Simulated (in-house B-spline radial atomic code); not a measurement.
Configurations of Tc IX (Tc8+), with energies counted from [Ar] 3d10 4s2 4p5. All numbers are computed (non-relativistic SCAN, spin-polarised, spherical fractional occupations; point nucleus) with a radial B-spline atomic code at the basis-set limit, not measured. Shells without spins written out take the highest spin.

Occupations are held fixed; configurations that lie above the ionisation limit could autoionise.

```tsv
configuration	E - E(ref) (eV)	highest orbital	its <r> (bohr)
[Ar] 3d10 4s2 4p(2 up, 2 down) 4d(1 up, 0 down)	46.449	4d up	1.21
[Ar] 3d10 4s2 4p4 5s1	77.203	5s up	2.009
[Ar] 3d10 4s2 4p4 5p1	87.275	5p up	2.153
[Ar] 3d10 4s2 4p4 4f1	89.395	4f up	1.506
[Ar] 3d10 4s(1 up, 0 down) 4p(3 up, 2 down) 5s(0 up, 1 down)	105.19	5s down	2.014
[Ar] 3d9 4s2 4p5 5s1	315.46	5s up	1.986
[Ar] 3d9 4s2 4p5 5p1	325.62	5p up	2.125
```

Question: Order these further configurations by energy, lowest first.
A. [Ne] 3s2 3p5 3d10 4s2 4p5 5s1
B. [Ar] 3d10 4s1 4p5 5p1
C. [Ar] 3d10 4s2 4p4 5d1
D. [Ar] 3d9 4s2 4p5 5f1
E. [Ar] 3d10 4s2 4p(2 up, 2 down) 5p(1 up, 0 down)

Answer: E (89.678 eV), C (103.49 eV), B (115.31 eV), D (358.87 eV), A (473.09 eV).

Question: How far above the reference does [Ar] 3d10 4s1 4p5 5d1 lie?

Answer: 131.54 eV; its least bound orbital is 5d up with <r> = 2.459 bohr.

Question: How far above the reference does [Ne] 3s2 3p(3 up, 2 down) 3d10 4s2 4p(3 up, 2 down) 5s(0 up, 1 down) lie?

Answer: 473.45 eV; its least bound orbital is 5s down with <r> = 1.992 bohr.
